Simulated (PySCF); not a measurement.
Partial charges of `Cc1ccc(C(=O)F)o1`

Compound: C6H5FO2.
Cartesian coordinates in Å at the GFN2-xTB level; atoms count from 1:
```xyz
14
C6H5FO2 angstrom
C     -2.2976    0.6166   -0.0078
C     -0.9263    0.0519    0.0166
C     -0.4854   -1.2403    0.1831
C      0.9151   -1.1907    0.1318
C      1.2431    0.1359   -0.0640
C      2.5219    0.7850   -0.1981
O      2.7989    1.9234   -0.3714
F      3.5295   -0.1466   -0.0955
O      0.1112    0.8800   -0.1323
H     -3.0275   -0.1802   -0.1116
H     -2.3976    1.3172   -0.8342
H     -2.4964    1.1608    0.9155
H     -1.0950   -2.1090    0.3231
H      1.6054   -2.0044    0.2229
```

Density: PBE0/pcSseg-1 (PySCF); schemes: Mulliken, IAO, Hirshfeld and ESP-fitted. Geometry: GFN2-xTB, one conformer, isolated molecule.

Problem. Tabulate the Mulliken, IAO, Hirshfeld and ESP-fitted charges.

Solution. In e:

```
atom                  environment  Mulliken     IAO  Hirshfeld  ESP-fitted
  C1         benzylic-type carbon    -0.132  -0.440     -0.110      -0.705
  C2  substituted aromatic carbon    +0.052  +0.218     +0.098      +0.514
  C3           aromatic CH carbon    -0.140  -0.235     -0.087      -0.399
  C4           aromatic CH carbon    -0.053  -0.160     -0.056      -0.173
  C5  substituted aromatic carbon    +0.048  +0.066     +0.024      -0.061
  C6           acyl halide carbon    +0.615  +0.588     +0.208      +0.710
  O7              carbonyl oxygen    -0.347  -0.387     -0.236      -0.454
  F8                acyl fluorine    -0.290  -0.305     -0.104      -0.280
  O9            furan-type oxygen    -0.368  -0.212     -0.044      -0.209
 H10              methyl hydrogen    +0.135  +0.167     +0.061      +0.202
 H11              methyl hydrogen    +0.147  +0.172     +0.060      +0.216
 H12              methyl hydrogen    +0.151  +0.171     +0.059      +0.214
 H13            aromatic hydrogen    +0.087  +0.171     +0.061      +0.215
 H14            aromatic hydrogen    +0.095  +0.186     +0.067      +0.208
```

Mean size of the charges over all atoms: ESP-fitted 0.326 e, IAO 0.248 e, Mulliken 0.190 e, Hirshfeld 0.091 e. Each set sums to the total charge, 0, to within 0.001 e. The Mulliken scheme counts on each atom the diagonal of the density matrix times the overlap matrix over that atom's basis functions. The ESP scheme is a least-squares fit of atom-centred charges to the potential on four shells outside the van der Waals surface, with the total charge fixed.

Lowest charge. The schemes don't all agree: Mulliken O9 (-0.368); IAO C1 (-0.440); Hirshfeld O7 (-0.236); ESP-fitted C1 (-0.705).

Highest charge. All schemes agree: Mulliken C6 (+0.615); IAO C6 (+0.588); Hirshfeld C6 (+0.208); ESP-fitted C6 (+0.710).

Problem. How many electrons does the IAO scheme count on C1?

Solution. Z − q = 6 − (-0.440) = 6.440.

Problem. Sum the charges by element, for elements with more than one atom.

Solution. 
| element | atoms | Mulliken | IAO | Hirshfeld | ESP-fitted |
| --- | --- | --- | --- | --- | --- |
| C | 6 | +0.391 | +0.036 | +0.076 | -0.113 |
| O | 2 | -0.715 | -0.599 | -0.280 | -0.663 |
| H | 5 | +0.615 | +0.868 | +0.309 | +1.055 |

Problem. How closely do the schemes follow one another over all atoms?

Solution. Correlation coefficient and root-mean-square difference: IAO with ESP-fitted 0.97, 0.128 e; IAO with Hirshfeld 0.96, 0.180 e; Hirshfeld with ESP-fitted 0.92, 0.282 e; Mulliken with IAO 0.91, 0.116 e; Mulliken with Hirshfeld 0.89, 0.157 e; Mulliken with ESP-fitted 0.82, 0.227 e.

These values come from a run that also computed NMR shieldings. Rough CPU time on one thread of a shared machine: about 70 s.
